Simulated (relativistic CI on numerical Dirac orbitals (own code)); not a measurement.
Calculated at this level of theory: Dirac-Coulomb-Breit CI, KLI orbitals optimised for each configuration, model QED (radiative potential, 1s self-energy scaled to tabulated hydrogen-like ionisation energies), unscaled Slater integrals (own radial code, finite nucleus).

The strongest absorption lines from the ground level of an ion, among the configurations computed and to levels below about 9030 eV (vacuum wavelength in Å, gf): 1.3763 (0.048), 1.3805 (0.027), 1.5305 (0.11), 1.5409 (0.065), 2.0199 (0.43), 2.0635 (0.27), 22.031 (0.16), 98.153 (0.016).

Problem. Which ion is it?
A. Cd45+
B. Ba53+
C. Ba55+
D. Gd61+

Solution. B. Ba53+ has 3 electrons and the ground level 2s ²S1/2; the strongest line goes to 3p ²P°3/2. The pattern of lines fixes the number of electrons, and along that sequence the line energies rise steadily with the charge (about as its square where n changes within one kind of shell, about linearly where n is kept but much faster in heavy ions where fine structure, which grows about as Z⁴, sets the gap, and irregularly where shells cross), which fixes Z. Configurations outside the model, such as inner-shell arrays, can give stronger lines. At this charge energies of transitions that change n are usually good to better than 1 %, and those within a shell (Δn = 0) to a few per cent.
